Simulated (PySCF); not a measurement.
VF₂, SMILES [V]([F])[F] (connectivity only; charge and spin as stated), neutral, multiplicity 4.

Geometry: B3LYP-D3(BJ)/def2-TZVP. The spin state was assumed, not searched.

Calculation: PBE/def2-TZVPD (PySCF).

Isolated molecule, no solvent.

Computed frontier levels, dipole moment and polarisability:
```json
{
  "α spin, highest occupied and lowest empty level": "-5.37 and -4.32 eV",
  "β spin, highest occupied and lowest empty level": "-9.77 and -3.29 eV",
  "dipole_moment": "0.02 D",
  "quadrupole, principal values (traceless, Buckingham form, about the centre of nuclear charge)": "-9.93, 4.96, 4.96 D·Å",
  "mean_static_polarisability": "39.4 bohr³ (5.84 Å³)",
  "polarisability_principal_values": "38.5, 38.5, 41.2 bohr³",
  "⟨S²⟩": "3.765 (pure state 3.75)"
}
```
